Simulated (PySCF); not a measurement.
A structure optimised at PBE-D3(BJ)/def2-SVP, used in a PySCF frequency run:

```
Te
F 1 1.9043
F 1 1.9607 2 91.24
F 1 1.9607 2 91.24 3 90.00
F 1 1.9607 2 91.24 3 -90.00
F 1 1.9607 2 91.24 3 -180.00
```
Charge 0, spin multiplicity 2.

### Question
Write its SMILES, formula and point group.

### Answer
F[Te](F)(F)(F)F, F5Te, C4v

### Question
What are its rotational constants (standard atomic weights)?

### Answer
2.4048, 2.4048, 1.7308 GHz
